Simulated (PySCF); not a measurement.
F₃Y, charge +1, doublet, at a GFN2-xTB geometry (such geometries of metal compounds can be far from the true shape) (the multiplicity is a formal guess) (all electrons, no relativity); PySCF with B3LYP/3-21G.

Here is a job for PySCF.
```python
from pyscf import gto, scf, dft

mol = gto.Mole()
mol.atom = '''
    Y     0.088074   -0.186153   -0.443591
    F    -1.566649   -0.606850    0.722451
    F    -0.122331    1.824692   -0.011179
    F     1.307327   -0.411179    1.210957
'''
mol.basis = '3-21g'
mol.charge = 1
mol.spin = 1
mol.verbose = 4
mol.build()

mf = dft.UKS(mol)
mf.xc = 'b3lyp'
mf.kernel()
```

The log (banner, timings and long lists left out):

```
PySCF version 2.14.0

[INPUT] verbose = 4
[INPUT] num. atoms = 4
[INPUT] num. electrons = 65
[INPUT] charge = 1
[INPUT] spin (= nelec alpha-beta = 2S) = 1
[INPUT] symmetry False subgroup None
[INPUT] Mole.unit = angstrom
[INPUT] Symbol           X                Y                Z      unit          X                Y                Z       unit  Magmom
[INPUT]  1 Y      0.088074000000  -0.186153000000  -0.443591000000 AA    0.166435738695  -0.351778187266  -0.838265501322 Bohr   0.0
[INPUT]  2 F     -1.566649000000  -0.606850000000   0.722451000000 AA   -2.960537543324  -1.146780298692   1.365234528418 Bohr   0.0
[INPUT]  3 F     -0.122331000000   1.824692000000  -0.011179000000 AA   -0.231172086544   3.448168141685  -0.021125248347 Bohr   0.0
[INPUT]  4 F      1.307327000000  -0.411179000000   1.210957000000 AA    2.470489985249  -0.777015698173   2.288377078625 Bohr   0.0

nuclear repulsion = 313.520864330139
number of shells = 29
number of NR pGTOs = 126
number of NR cGTOs = 63
basis = 3-21g
ecp = {}

******** <class 'pyscf.dft.uks.UKS'> ********
method = UKS
initial guess = minao
damping factor = 0
level_shift factor = 0
DIIS = <class 'pyscf.scf.diis.CDIIS'>
diis_start_cycle = 1
diis_space = 8
diis_damp = 0
SCF conv_tol = 1e-09
SCF conv_tol_grad = None
SCF max_cycles = 50
direct_scf = True
direct_scf_tol = 1e-13
number electrons alpha = 33  beta = 32
XC library pyscf.dft.libxc version 7.1.2
    S. Lehtola, C. Steigemann, M. J. T. Oliveira, and M. A. L. Marques,  SoftwareX 7, 1–5 (2018)
XC functionals = b3lyp
    P. J. Stephens, F. J. Devlin, C. F. Chabalowski, and M. J. Frisch,  J. Phys. Chem. 98, 11623 (1994)
radial grids:
    Treutler-Ahlrichs [JCP 102, 346 (1995); DOI:10.1063/1.469408] (M4) radial grids

becke partition: Becke, JCP 88, 2547 (1988); DOI:10.1063/1.454033
pruning grids: <function nwchem_prune>
grids dens level: 3
symmetrized grids: False
atomic radii adjust function: <function treutler_atomic_radii_adjust>
small_rho_cutoff = 0
Set gradient conv threshold to 3.16228e-05
tot grids = 64664
init E= -3611.09766517699

cycle= 1 E= -3615.38449160976  delta_E= -4.29  |g|= 0.393  |ddm|= 1.57
cycle= 2 E= -3615.18604667232  delta_E= 0.198  |g|= 0.833  |ddm|= 0.777
cycle= 3 E= -3615.43793451905  delta_E= -0.252  |g|= 0.0622  |ddm|= 0.566
cycle= 4 E= -3615.43993823762  delta_E= -0.002  |g|= 0.0285  |ddm|= 0.0756
cycle= 5 E= -3615.43941272262  delta_E= 0.000526  |g|= 0.0456  |ddm|= 0.0521
cycle= 6 E= -3615.44028175969  delta_E= -0.000869  |g|= 0.00325  |ddm|= 0.0367
cycle= 7 E= -3615.44026656659  delta_E= 1.52e-05  |g|= 0.00728  |ddm|= 0.00784
cycle= 8 E= -3615.44028725716  delta_E= -2.07e-05  |g|= 0.00185  |ddm|= 0.00672
cycle= 9 E= -3615.44028883738  delta_E= -1.58e-06  |g|= 0.000145  |ddm|= 0.00155
cycle= 10 E= -3615.44028885141  delta_E= -1.4e-08  |g|= 4.38e-05  |ddm|= 0.000205
cycle= 11 E= -3615.44028885273  delta_E= -1.32e-09  |g|= 1.85e-05  |ddm|= 6.07e-05
cycle= 12 E= -3615.44028885314  delta_E= -4.17e-10  |g|= 1.15e-05  |ddm|= 4.57e-05
Extra cycle  E= -3615.44028885205  delta_E= 1.1e-09  |g|= 5.5e-05  |ddm|= 5.36e-05
converged SCF energy = -3615.44028885205  <S^2> = 0.76932294  2S+1 = 2.0192305
```
